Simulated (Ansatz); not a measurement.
Born–Oppenheimer molecular dynamics of C$_{2}$H$_{9}$InO (13 atoms, charge 0, multiplicity 1). It starts at the highest image of a converged band, a first-order saddle point between two minima.

Computed with UKS PBE0-D4/def2-SVP (Ansatz).

* ensemble: NVE (velocity Verlet)
* time step: 0.5 fs
* steps asked: 200
* starting velocities drawn for: 300 K
* seed: 9213

First frame:

```xyz
13
Properties=species:S:1:pos:R:3
In -0.079 0.026 0.088
H 1.927 -0.624 0.433
C 0.069 2.055 -0.612
C -1.276 -1.167 1.407
H 1.653 -1.036 -0.407
O 0.784 -1.352 -1.373
H 1.128 2.341 -0.683
H -0.388 2.140 -1.610
H -0.445 2.748 0.069
H -1.047 -0.926 2.455
H -2.348 -0.994 1.233
H -1.044 -2.224 1.221
H 1.063 -0.987 -2.222
```

(1) How far do the bonds stretch over the last three quarters of this one trajectory? (Pairs bonded in most of those frames.)

Answers

(1) 
```json
{"bond": "In1–C3", "mean (Å)": "2.165", "spread (Å)": "0.021", "shortest": "2.12", "longest": "2.21"}
{"bond": "In1–C4", "mean (Å)": "2.161", "spread (Å)": "0.054", "shortest": "2.08", "longest": "2.24"}
{"bond": "In1–O6", "mean (Å)": "2.018", "spread (Å)": "0.058", "shortest": "1.94", "longest": "2.11"}
{"bond": "H2–H5", "mean (Å)": "0.763", "spread (Å)": "0.021", "shortest": "0.73", "longest": "0.80"}
{"bond": "C3–H7", "mean (Å)": "1.103", "spread (Å)": "0.022", "shortest": "1.07", "longest": "1.13"}
{"bond": "C3–H8", "mean (Å)": "1.106", "spread (Å)": "0.032", "shortest": "1.06", "longest": "1.15"}
{"bond": "C3–H9", "mean (Å)": "1.101", "spread (Å)": "0.006", "shortest": "1.09", "longest": "1.11"}
{"bond": "C4–H10", "mean (Å)": "1.102", "spread (Å)": "0.016", "shortest": "1.08", "longest": "1.13"}
{"bond": "C4–H11", "mean (Å)": "1.101", "spread (Å)": "0.014", "shortest": "1.08", "longest": "1.13"}
{"bond": "C4–H12", "mean (Å)": "1.100", "spread (Å)": "0.018", "shortest": "1.07", "longest": "1.13"}
{"bond": "O6–H13", "mean (Å)": "0.963", "spread (Å)": "0.012", "shortest": "0.94", "longest": "0.98"}
```

Mean temperature of the second half: 468 K. The conserved energy stayed within 0.17 meV per atom of its start (net change 0.058 meV per atom), so the integration is sound. The kinetic energy rose, since the run started high on the potential surface and went downhill. It ends in pieces (C2H7InO + H2), so much of that is their flight and rotation, not heat. A run of 0.1 ps of so small a system gives no equilibrium averages. The orbitals stay closed-shell, which can raise the energy where a bond breaks towards radicals; this wasn't checked here.

Time of the run: 15 min on 4 threads of Arm Neoverse N1, with other jobs on the host, peak memory 0.38 GiB.
